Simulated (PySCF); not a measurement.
Si(H)(Me)(OH)(NH2) (CH7NOSi), SMILES C[SiH](N)O.

Coordinates come from a PBE-D3(BJ)/def2-SVP optimisation. The structure was generated by enumeration, and PubChem lists no compound with its InChIKey, so it may never have been made. One conformer was computed; it need not be the lowest.

The numbers are results of PBE/def2-TZVP (PySCF), not measurements.

Isolated molecule, no solvent.

Problem. Estimate the frontier levels, gap, dipole moment and polarisability. (The exact figures need the calculation; the answer reports its results.)

Solution. 
```yaml
highest_occupied_level: -6.06 eV
lowest_empty_level: -0.05 eV
orbital_gap: 6.01 eV
dipole_moment: 2.18 D
quadrupole, principal values (traceless, Buckingham form, about the centre of nuclear charge): -4.87, 1.16, 3.71 D·Å
mean_static_polarisability: 51.5 bohr³ (7.63 Å³)
polarisability_principal_values: 48.3, 51.5, 54.6 bohr³
```
